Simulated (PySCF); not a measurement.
Vibration and rotation of CeF⁺

PBE0 constants of CeF⁺, triplet, about 1.7 electrons in the 4f shell (Mulliken), real f orbitals that mix terms (PySCF, spin-free X2C with a Gaussian nucleus, basis sets Ce x2c-SVPall, F x2c-SVPall; masses 139.9054 and 18.9984 u):

* ωe: 599.4 cm⁻¹
* ωexe: 1.65 cm⁻¹
* Be: 0.25198 cm⁻¹
* αe: 0.00109 cm⁻¹
* D (centrifugal): 1.78e-07 cm⁻¹
* De to Ce⁺ (4f1 5d2) + F: 7.14 eV

Task: Give the vibrational terms G(v) and spacings up to v = 6.

Result: G(v) = ωe(v+½) − ωexe(v+½)².

```tsv
v	G(v) (cm⁻¹)	G(v) − G(v−1)	Bv (cm⁻¹)
0	299.3		0.2514
1	895.4	596.1	0.2503
2	1488.2	592.8	0.2493
3	2077.7	589.5	0.2482
4	2663.9	586.2	0.2471
5	3246.8	582.9	0.2460
6	3826.4	579.6	0.2449
```

Task: How well does the Morse estimate ωe²/(4ωexe) reproduce De, and what is D0?

Result: It gives 6.75 eV, 95 % of the computed De. D0 = De − G(0) = 7.14 − 0.04 = 7.10 eV.

Spin–orbit coupling is left out, which matters for elements this heavy, above all for dissociation energies. For an ion De counts to the pair picked by the measured ionisation energies or electron affinities, which need not be the lowest pair at this level. The state is the lowest single determinant that the PBE0 search found; with open d or f shells the true ground state can be another one.
